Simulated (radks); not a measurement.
Values are calculated unless marked as measured or tabulated.
Numerical settings for neutral lithium, [He] 2s1. Level of theory: Dirac Kohn-Sham, PBE, spin-unpolarised, spherical densities, point nucleus (a radial shooting solver on a logarithmic mesh with Libxc functionals). The defaults (mesh step 0.008 in ln r, mesh end at 40 bohr or more with all orbitals vanishing there, Anderson mixing 0.5 over 9 steps, residual threshold near 1e-9 with the energy settled to 1e-9 hartree or 1e-11 of itself, here a cap of 81 iterations) give E = -7.4522 hartree and 2s1/2 at -2.874 eV in 14 iterations. Run on one thread of a shared host, so times are rough (Arm Neoverse N1): 0.05 s of CPU time, 0.05 s wall, 14 iterations on 2496 mesh points. Changes against that run (0 stands for a change within the tolerance of the run):

\begin{tabular}{lrrrrr}
setting & iterations & converged & E (mhartree) & e(2s1/2) (meV) & CPU (s) \\ \hline
mesh step in ln r 0.2 & 81 & no & -4.63e+04 & - & 0.09 \\
mesh step in ln r 0.03 & 13 & yes & 0 & 0 & 0.02 \\
mesh step in ln r 0.08 & 13 & yes & +0.0401 & +0.517 & 0.01 \\
mesh end (bohr) 400 & 14 & yes & 0 & 0 & 0.05 \\
mesh end (bohr) 2 & 13 & level above zero & +2.25e+03 & +6.68e+04 & 0.03 \\
residual threshold 0.001 & 8 & yes & 0 & -0.107 & 0.03 \\
residual threshold 1e-13 & 19 & yes & 0 & 0 & 0.06 \\
mixing 0.01 & 19 & yes & 0 & 0 & 0.06 \\
linear mixing, mixing 0.05 & 81 & no & +0.00375 & -28.7 & 0.21 \\
linear mixing, mixing 0.2 & 81 & no & 0 & 0 & 0.19 \\
mixing history 2 & 20 & yes & 0 & 0 & 0.06 \\
iteration cap 2 & 2 & no & +8.69 & -2.83e+03 & 0.01 \\
\end{tabular}

Settled on a wrong energy, with an occupied level pushed above zero by the early mesh end: mesh end (bohr) 2 (+2.25 hartree). Apart from these: no run marked as converged misses the energy by more than 1 mhartree. A mesh that ends early acts as a hard wall.
